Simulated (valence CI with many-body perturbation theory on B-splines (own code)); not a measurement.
Values are calculated unless marked as measured or tabulated.
## Energy levels of Ru XXIV

Level of theory: configuration interaction combined with many-body perturbation theory (CI+MBPT): three valence electrons over a frozen Dirac-Fock core [Ar], a basis of 9 s, 9 p, 10 d, 8 f, 5 g, 3 h, 1 i functions for each j, with the one-electron correlation potential Σ1, the two-electron term Σ2, the three-electron term Σ3, Breit, model QED; selected CI, second order for the rest (own B-spline code, finite nucleus).

No measured spectrum was set against this ion. As an estimate, terms of the open shell hold to 2 to 4 % of their energy, and close levels can change places. Only levels of the ground parity were solved; by the run's estimate the other parity begins above the list, which can be wrong where configurations are misplaced.

Levels 1 to 19 of 19, with energies above the lowest level, 3d³ ⁴F_3/2. "Leading %" is the weight of the configuration and term that name the level; weights of strongly mixed levels are sums over their largest components and can fall short. In the jj column 3d3/2^4 stands for four electrons in 3d with j = 3/2.

```tsv
No.	Configuration	Term	J	E (cm⁻¹)	Leading %	g	Leading jj	Second component
1	3d³	⁴F	3/2	0.0	86	0.464	3d3/2^3 (69 %)	12 % 3d³ ²D
2	3d³	⁴F	5/2	23341	96	1.033	3d3/2^2 3d5/2 (90 %)	4 % 3d³ ²D
3	3d³	⁴F	7/2	43083	89	1.201	3d3/2 3d5/2^2 (50 %)	9 % 3d³ ²G
4	3d³	⁴F	9/2	57433	68	1.247	3d3/2^2 3d5/2 (53 %)	26 % 3d³ ²G
5	3d³	⁴P	3/2	66019	50	1.415	3d3/2^2 3d5/2 (77 %)	32 % 3d³ ²P
6	3d³	⁴P	1/2	75095	75	2.165	3d3/2^2 3d5/2 (95 %)	25 % 3d³ ²P
7	3d³	²G	7/2	95969	87	0.928	3d3/2 3d5/2^2 (64 %)	10 % 3d³ ⁴F
8	3d³	²H	9/2	100160	56	1.050	3d3/2^2 3d5/2 (46 %)	25 % 3d³ ⁴F
9	3d³	⁴P	5/2	105150	91	1.558	3d3/2 3d5/2^2 (63 %)	8 % 3d³ ²D
10	3d³	²D	3/2	118210	48	1.172	3d3/2 3d5/2^2 (93 %)	39 % 3d³ ⁴P
11	3d³	²P	1/2	126190	75	1.166	3d3/2 3d5/2^2 (95 %)	25 % 3d³ ⁴P
12	3d³	²H	11/2	136210	100	1.088	3d3/2 3d5/2^2 (100 %)	
13	3d³	²D	5/2	145590	90	1.211	3d3/2 3d5/2^2 (65 %)	6 % 3d³ ⁴P
14	3d³	²G	9/2	152200	55	1.047	3d5/2^3 (73 %)	38 % 3d³ ²H
15	3d³	²P	3/2	170380	59	1.199	3d5/2^3 (84 %)	29 % 3d³ ²D
16	3d³	²F	5/2	179730	88	0.900	3d3/2 3d5/2^2 (49 %)	11 % 3d³ ²D
17	3d³	²F	7/2	179960	96	1.132	3d3/2 3d5/2^2 (86 %)	
18	3d³	²D	3/2	268090	99	0.801	3d3/2 3d5/2^2 (84 %)	
19	3d³	²D	5/2	268920	87	1.171	3d5/2^3 (61 %)	10 % 3d³ ²F
```

Names give the largest LS component (configuration and term), which can be under half, so a name can repeat, a term be missing and a line seem to break the LS rules; names also repeat where a configuration has a term twice.

The ionisation energy to 3d² ³F2 of the next ion comes out as 1116 eV (NIST: 1115 ± 4 eV (theoretical)). All 19 levels together are meant to be complete up to 279660 cm⁻¹.
